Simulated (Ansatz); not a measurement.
Born–Oppenheimer molecular dynamics of C2H7ClGe (11 atoms, charge 0, multiplicity 1). It goes on from the last frame of an earlier run, with new velocities.

Theory: RHF/def2-SVP in Ansatz.

- ensemble: NVT, Nosé–Hoover chain
- time step: 0.5 fs
- steps asked: 166
- set temperature: 100 K
- thermostat: time constant 50 fs, chain length 3
- seed: 270476

First frame:

```xyz
11
Properties=species:S:1:pos:R:3
Ge 0.034 -0.156 0.087
H -0.183 -0.131 1.587
C 1.802 0.136 -0.713
H 2.322 -0.806 -0.515
H 1.608 0.272 -1.751
H 2.481 0.907 -0.325
Cl -0.929 1.768 -0.232
C -0.819 -1.718 -0.666
H -0.830 -2.299 0.217
H -1.748 -1.521 -1.135
H -0.134 -2.305 -1.318
```

Question: What does the run give?

Answer: The run went to its last step.

- steps done: 166
- time covered: 83 fs
- mean temperature over the second half: 175 K
- spread of the potential energy over the second half: 4.4 meV per atom
- mean potential energy of the second half above the start: -33.2 meV per atom

The conserved energy stayed within 0.19 meV per atom of its start (net change -0.19 meV per atom), so the integration is sound. The mean temperature of the second half is 75 % above the set value. A run of 0.083 ps of so small a system gives no equilibrium averages.

Question: What happens to the structure?

Answer: The same pairs are bonded in the first frame and the last. Pairs count as bonded within 1.25 times the sum of covalent radii (0.12 Å more for H–H). The details hang on the random start.

Question: How do temperature and energy run in time?

Answer: 
```csv
time (fs),T (K),potential energy less start (eV),conserved less start (meV/atom)
0.0,100,0.000,0.00
6.5,309,-0.247,-0.09
13.0,307,-0.270,-0.13
19.5,170,-0.149,-0.10
26.0,252,-0.273,-0.10
32.5,203,-0.266,-0.11
39.0,253,-0.359,-0.16
45.5,207,-0.338,-0.11
52.0,179,-0.335,-0.14
58.5,196,-0.373,-0.16
65.0,214,-0.424,-0.14
71.5,134,-0.357,-0.14
78.0,104,-0.336,-0.16
```

Time of the run: 5.2 min on 2 threads of Arm Neoverse V1, with other jobs on the host, peak memory 0.26 GiB.
